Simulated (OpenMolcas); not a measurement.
An atom or ion with 65 electrons was computed by SS-CASPT2, IPEA 0.25 Eh, imaginary shift 0.1 Eh with spin-orbit coupling (OpenMolcas, ANO-RCC-VTZP, DKH2). The lowest levels that the run gave, each within 12 % of the measured value where one is at hand:

```tsv
J	Parity	E (cm-1)	g
15/2	odd	0.0	1.197
13/2	odd	6620	1.107
11/2	odd	10320	0.988
9/2	odd	12610	0.865
9/2	odd	16130	1.162
3/2	odd	19790	1.713
11/2	odd	20210	1.113
7/2	odd	21700	1.209
5/2	odd	23570	1.050
3/2	odd	23840	0.736
9/2	odd	25280	1.060
11/2	odd	28410	1.223
```

**Question.** Which ion is it, and what are the configurations and terms?

**Answer.** Er3+ (Z = 68, charge +3; active space 11 electrons in 7 orbitals (4f)). J, parity and g give the terms where levels are pure, and mixed ones are named by the computed weights; the size of the splittings, set against known spectra of the 65-electron sequence, gives the charge. In order, with the measured energies in cm-1 (the list in Tchang-Brillet, Wyart, Meftah and Ait Mammar, Atoms 6, 52 (2018)): 4f11 4I* 15/2, 4f11 4I* 13/2 (6508), 4f11 4I* 11/2 (10172), 4f11 4I* 9/2 [57 %] (12469), 4f11 4F* 9/2 [60 %] (15405), 4f11 4S* 3/2 [70 %], 4f11 2H* 11/2(1) [60 %] (19332), 4f11 4F* 7/2, 4f11 4F* 5/2, 4f11 4F* 3/2 [64 %], 4f11 2G* 9/2 [30 %], 4f11 4G* 11/2 [74 %] (26708).

CASPT2 breaks the degeneracy within a term, and the mean is taken; among the terms shown or strongly mixed into the levels shown the widest spread is 570 cm-1 (4f11 4I*). High states are left out of the spin-orbit mixing, which shifts the levels that they would mix with. Measured partners are found by configuration, term and J. A level has none where our copy of the source lacks it or the pairing is in doubt (some pairs that miss far off the trend of their configuration count as doubtful), and it then counts in no deviation. Only configurations of the active space appear.

A share in square brackets marks a mixed level and gives the weight of the term that names it. A number in round brackets counts repeated terms of one configuration in the order of the reference energies. * marks odd parity.
